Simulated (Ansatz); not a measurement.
Frontier orbitals of `[NH2][In]([Cl])[O][SiH3]`.

Total charge 0; spin multiplicity 1. Correlated methods include outer-core shells of In, which these sets cover unevenly. In takes the def2 core potential. Geometry: relaxed with PBE0-D4/def2-TZVP. It is one conformer, not always the lowest. Basis def2-TZVPP, Ansatz.

Orbital energies of one run (eV). Highest occupied ones, from the top: -7.50, -7.93, -7.95, -8.52, -8.71, -9.50, -9.92, -10.22, -10.45, -12.10, -13.23, -14.09, -20.43, -20.79. Empty: -2.31, -1.08, 0.29, 0.76, 1.37, 1.93.

Task: Which functional gave them?
A. BLYP
B. ωB97M-V
C. r2SCANh
D. BHLYP

Result: C. HOMO energies: r2SCANh -7.50, BLYP -6.55, ωB97M-V -10.41, BHLYP -9.36 eV.
